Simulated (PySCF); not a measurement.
C₅H₃F.

```xyz
9

C      0.1369    -0.9438    -2.2270
C     -0.0914    -0.3199    -1.2166
C     -0.3991     0.4426     0.0000
F      0.2920     1.6465     0.0000
C     -0.0914    -0.3199     1.2166
C      0.1369    -0.9438     2.2270
H      0.3484    -1.5004    -3.1210
H     -1.4774     0.6917     0.0000
H      0.3484    -1.5004     3.1210
```
Charge 0, spin multiplicity 1.

The structure is a stationary point at B3LYP-D3(BJ)/def2-SVP.

The numbers are results of PBE/pcSseg-1 run with PySCF, not measurements. Non-relativistic, no solvent.

Question: Give the absolute GIAO shielding of each atom: isotropic value and principal components (ppm). (The exact figures need the calculation; the answer reports its results.)

Answer: 
```tsv
atom	σ(iso)	σ11	σ22	σ33	span
C1	99.3	32.6	37.9	227.5	194.9
C2	99.8	-0.3	5.9	293.9	294.2
C3	104.5	77.4	83.6	152.5	75.1
F4	354.7	288.3	382.0	393.9	105.6
C5	99.8	-0.3	5.9	293.9	294.2
C6	99.3	32.6	37.9	227.5	194.9
H7	28.7	24.5	24.6	37.1	12.6
H8	25.2	23.3	23.7	28.7	5.3
H9	28.7	24.5	24.6	37.1	12.6
```
